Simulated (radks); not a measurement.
Q: The mean radii <r> (bohr) of the occupied orbitals of an atom or ion are listed with their occupations. Calculated with a radial shooting solver on a logarithmic mesh with Libxc functionals: non-relativistic Kohn-Sham, PBE, spin-polarised, spherical densities, point nucleus.

orbital  occ.      <r>
1s up       1  0.02104
1s down     1  0.02104
2s up       1  0.08788
2s down     1  0.08783
2p up       3  0.07430
2p down     3  0.07429
3s up       1   0.2072
3s down     1   0.2076
3p up       3   0.1956

Name the element and its charge. Open shells, if any, are filled with parallel spins first.

A: Z = 72, hafnium, charge +57: Hf57+ in [Ne] 3s2 3p3. The 1s radius gives Z: for a bare nucleus <r> = 1.5/Z, 0.02083 bohr for Z = 72, and screening makes it slightly larger (0.02104 here). The occupations add up to 15, and the charge is Z minus that.
